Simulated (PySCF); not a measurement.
Compound: C₆H₁₁NOSi₂.
Atom-mapped SMILES: `[CH2:1]=[CH:2]/[C:3]([SiH3:4])=[C:5](/[SiH3:6])[O:7][CH2:8][C:9]#[N:10]` (hydrogens: H11, H12 on C1; H13 on C2; H14, H15, H16 on Si4; H17, H18, H19 on Si6; H20, H21 on C8)

Level of theory: PySCF, PBE0-D3(BJ)/def2-SVP geometry optimisation, gas phase.

(1) What internal coordinates does the optimisation give?

Answers

(1) 
```
                     bond  length (bohr)   order
                    C1=C2          2.535  double
                    C2–C3          2.764  single
                   C3–Si4          3.557  single
                    C3=C5          2.574  double
                   C5–Si6          3.611  single
                    C5–O7          2.596  single
                    O7–C8          2.649  single
                    C8–C9          2.765  single
                   C9≡N10          2.184  triple
                   C1–H11          2.064  single
                   C1–H12          2.069  single
                   C2–H13          2.067  single
Si4–H14, Si4–H15, Si4–H16          2.822  single
Si6–H17, Si6–H18, Si6–H19          2.820  single
           C8–H20, C8–H21          2.088  single
```

Bonds in one row agree within 0.02 bohr and their mean is given. Orders are formal, as drawn. A selection of angles:
```
      angle  degrees
  C2–C1–H11    121.1
  C2–C1–H12    122.7
 H11–C1–H12    116.3
   C1–C2–C3    125.1
  C1–C2–H13    118.9
  C3–C2–H13    116.0
  C2–C3–Si4    118.6
   C2–C3–C5    120.3
  Si4–C3–C5    121.1
 C3–Si4–H14    110.1
 C3–Si4–H16    111.6
H14–Si4–H15    108.6
  C3–C5–Si6    124.7
   C3–C5–O7    116.7
  Si6–C5–O7    118.1
 C5–Si6–H17    110.7
 C5–Si6–H19    107.4
H17–Si6–H18    110.1
H17–Si6–H19    108.0
   C5–O7–C8    119.0
   O7–C8–C9    108.9
  O7–C8–H20    111.9
  C9–C8–H20    108.3
 H20–C8–H21    107.7
  C8–C9–N10    179.5
```

Torsions: C1–C2–C3–Si4 7° (synperiplanar); C2–C3–C5–Si6 175° (antiperiplanar); C3–C5–O7–C8 -144° (anticlinal); C5–O7–C8–C9 151° (antiperiplanar). The mirror-image conformer, all signs reversed, is as good.

The 2 C–O bonds span 1.374 Å (C5–O7, drawn single) to 1.402 Å (O7–C8, drawn single), a spread of 0.028 Å. Of the pairs four or more bonds apart, Si4···H12 is among the closest relative to their van der Waals radii: 2.77 Å, 84 % of the sum of Bondi's values. Si6 (SiH3 silicon) is tetrahedral (angles from 107.4° to 112.1°). Si4 (SiH3 silicon) is tetrahedral (angles from 108.6° to 111.6°). The C–Si distances run from 1.882 Å (C3–Si4, drawn single) to 1.911 Å (C5–Si6, drawn single), a spread of 0.029 Å. The C–C distances run from 1.342 Å (C1=C2, drawn double) to 1.463 Å (C8–C9, drawn single), a spread of 0.121 Å. O7 (ether oxygen) is bent (angle 119.0°).

Point group: C1 (no symmetry element, even within 0.4 Å). No frequency check. One conformer, not necessarily the lowest.
